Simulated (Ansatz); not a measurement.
Geometry optimisation, Ansatz 0.2.0, DFT PBE, scalar-relativistic, plane waves, PAW.

Input:

```yaml
accuracy: low
crystal:
  lattice:
    - [8.1, 0.0, 0.0]
    - [0.0, 5.727565, 0.0]
    - [0.0, 0.0, 16.295674]
  atoms:
    - { symbol: Al, position: [0.25, 0.25, 0.061366] }
    - { symbol: Al, position: [0.75, 0.25, 0.061366] }
    - { symbol: Al, position: [0.25, 0.75, 0.061366] }
    - { symbol: Al, position: [0.75, 0.75, 0.061366] }
    - { symbol: Al, position: [0.0, 0.0, 0.1492354] }
    - { symbol: Al, position: [0.5, 0.0, 0.1492354] }
    - { symbol: Al, position: [0.0, 0.5, 0.1492354] }
    - { symbol: Al, position: [0.5, 0.5, 0.1492354] }
    - { symbol: Al, position: [0.25, 0.25, 0.2371048] }
    - { symbol: Al, position: [0.75, 0.25, 0.2371048] }
    - { symbol: Al, position: [0.25, 0.75, 0.2371048] }
    - { symbol: Al, position: [0.75, 0.75, 0.2371048] }
    - { symbol: Al, position: [0.0, 0.0, 0.3249742] }
    - { symbol: Al, position: [0.5, 0.0, 0.3249742] }
    - { symbol: Al, position: [0.0, 0.5, 0.3249742] }
    - { symbol: Al, position: [0.5, 0.5, 0.3249742] }
    - { symbol: B, position: [0.497334, -0.0014569, 0.4532291] }
    - { symbol: H, position: [0.6408598, -0.0458181, 0.4641829] }
    - { symbol: H, position: [0.4527359, 0.196501, 0.4641829] }
    - { symbol: H, position: [0.3984063, -0.1550535, 0.4641829] }
basis:
  ecutwfc: 420.0
kpoints:
  mp_grid: { grid: [2, 2, 1] }
hamiltonian:
  xc: pbe
  pseudopotentials: { kind: paw, azcp: { folder: soft_1 } }
scf:
  occupations: { method: fermi_dirac, width: 0.05 }
  lower_state_search: "off"
relax:
  f_tol: 0.08
  max_steps: 25
  adjacent_minimum: "off"
  constraints: [{ sites: [0, 1, 2, 3] }]
output:
  write_density: true
  write_potential: true
  elf: true
  volumetric_format: npy
```

Run as:

```bash
$ ansatz run input.yaml --threads 1 --pin off --max-ram 3072MiB --backend cpu --events-out ev --progress --plain --runs-dir out
```

**Question.** Where does it end, and by what steps?

**Answer.** The forces met the threshold. The force dipped under the threshold on the way, but the program's further checks kept it going. Limits of this set-up: coarse k mesh, thin slab, slab without dipole correction, low accuracy level. After 14 steps the energy has fallen by 1.097 eV; H18 moved furthest, 1.71 Å. Joined: Al16–B17 (3.54 → 2.20 Å).

```csv
step,energy less start (eV),largest force component (eV/Å),accepted
0,0.0000,0.749,yes
1,-0.1544,0.381,yes
2,-0.1859,0.268,yes
3,-0.2173,0.253,yes
4,-0.2857,0.291,yes
5,-0.4048,0.405,yes
6,-0.5788,0.607,yes
7,-0.7816,0.696,yes
8,-0.9305,0.187,yes
9,-1.0188,0.137,yes
10,-1.0647,0.086,yes
11,-1.0866,0.046,yes
12,-1.0936,0.162,yes
13,-1.0956,0.105,yes
14,-1.0969,0.020,yes
```

```xyz
20
Lattice="8.1000 0.0000 0.0000 0.0000 5.7276 0.0000 0.0000 0.0000 16.2957" Properties=species:S:1:pos:R:3
Al 2.025 1.432 1.000
Al 6.075 1.432 1.000
Al 2.025 4.296 1.000
Al 6.075 4.296 1.000
Al -0.005 -0.005 2.293
Al 4.043 -0.021 2.334
Al -0.005 2.871 2.294
Al 4.043 2.884 2.332
Al 2.024 1.432 3.736
Al 6.039 1.432 3.752
Al 2.021 4.296 3.816
Al 6.026 4.297 3.841
Al -0.020 0.018 5.035
Al 4.001 -0.045 5.122
Al -0.020 2.846 5.037
Al 4.001 2.910 5.120
B 4.078 1.431 6.743
H 5.149 1.426 7.293
H 3.371 2.411 7.014
H 3.341 0.485 7.038
```

The run took 2.1 min on 1 thread of Arm Neoverse V2, on a shared host, peak memory 0.78 GiB.
